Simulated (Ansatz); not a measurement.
Cost and result for the atomization energy of C2H8S2Si, SMILES `C[SiH](S)CS` (13 atoms, 12 bonds).

```xyz
13

C     1.620   -0.486    0.251
Si   -0.237   -0.621    0.191
S    -0.650   -2.169   -1.242
C    -1.041    0.992   -0.337
S    -0.684    2.325    0.842
H     1.933    0.239    1.006
H     2.061   -1.450    0.509
H     2.023   -0.176   -0.717
H    -0.798   -0.993    1.516
H    -1.975   -2.179   -1.021
H    -0.772    1.286   -1.353
H    -2.128    0.878   -0.314
H     0.647    2.353    0.669
```

Charge 0, multiplicity 1. All single points use the PBE0-D4/def2-TZVP geometry. It is one conformer, not always the lowest. Program: Ansatz. All runs use 4 threads of an Arm Neoverse V1 on a shared host. Times are those of one run each, without the atoms' runs, and a repeat can differ threefold. Electronic energies, without spin–orbit coupling; frozen cores. CCSD(T)/CBS adds CCSD(T) − MP2 in def2-TZVPP to the MP2 limit, and its time is that of the two runs behind it. T1 = 0.011. B3LYP takes the VWN-RPA correlation (the form of Gaussian; ORCA's B3LYP/G).

CCSD(T)/CBS is a level of theory with its own doubt, some kJ/mol a heavy atom from the limit and from the frozen cores, so smaller differences don't rank the functionals.

| level | functions | atomization (kJ/mol) | difference from CCSD(T)/CBS | per bond |
| --- | --- | --- | --- | --- |
| PBE0-D4/def2-TZVPP | 300 | 4499.8 | 3.3 | 0.3 |
| CCSD(T)/CBS(def2) | – | 4496.5 | 0.0 | 0.0 |
| B2PLYP/def2-TZVPP | 300 | 4423.2 | -73.3 | -6.1 |
| B3LYP-D4/def2-TZVPP (with forces) | 300 | 4481.5 | -15.0 | -1.3 |
| PBE-D4/def2-TZVPP (with forces) | 300 | 4542.5 | 46.0 | 3.8 |
| ωB97X-V/def2-TZVPP | 300 | 4518.2 | 21.7 | 1.8 |
| r2SCAN-D4/def2-TZVPP (with forces) | 300 | 4507.8 | 11.3 | 0.9 |
| ωB97M-V/def2-TZVPP (with forces) | 300 | 4519.0 | 22.5 | 1.9 |
| CCSD(T)/def2-TZVPP | 300 | 4376.8 | -119.7 | -10.0 |
| MP2/def2-QZVPP | 564 | 4478.3 | -18.2 | -1.5 |

Task: Order the runs by time, with rough figures. (Best estimate.)

Result: Computed: PBE-D4/def2-TZVPP (with forces) 3.7 s; PBE0-D4/def2-TZVPP 5.5 s; r2SCAN-D4/def2-TZVPP (with forces) 7.5 s; B3LYP-D4/def2-TZVPP (with forces) 8 s; B2PLYP/def2-TZVPP 8.5 s; ωB97X-V/def2-TZVPP 12 s; ωB97M-V/def2-TZVPP (with forces) 18 s; MP2/def2-QZVPP 36 s; CCSD(T)/def2-TZVPP 5.3 min; CCSD(T)/CBS(def2) 5.9 min.

From PBE to PBE0 (25 % exact exchange), in def2-TZVPP and without D4, the atomization energy moves by −37.8 kJ/mol: exact exchange takes away binding that semilocal exchange gives to molecules. In def2-TZVPP, CCSD(T) changes the Hartree–Fock value by +1056.2 kJ/mol (the triples alone add +61.0 kJ/mol) and MP2 by +1087.4 kJ/mol; breaking electron pairs costs correlation energy, which Hartree–Fock lacks. The D4 term adds +55.2 kJ/mol with B3LYP and +29.4 kJ/mol with PBE0; it sums over pairs of atoms, weighted by their polarisabilities, and B3LYP, whose exchange is more repulsive, gets the larger term.
